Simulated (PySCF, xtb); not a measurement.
CH11NOSi3, SMILES O(C([SiH3])[SiH3])[SiH2]N.

GFN2-xTB in xtb at its own geometry gives an orbital gap of 4.73 eV and a dipole moment of 1.01 D.

Geometry: PBE0-D3(BJ)/def2-SVP. The structure was generated by enumeration, and PubChem lists no compound with its InChIKey, so it may never have been made. The values are those of a single conformer.

Task: What does HF/def2-TZVP (PySCF) give? (An estimate is asked for; the answer gives what the named calculation found.)

Result: gap 13.55 eV (levels -10.54 and 3.01 eV), dipole 0.67 D.
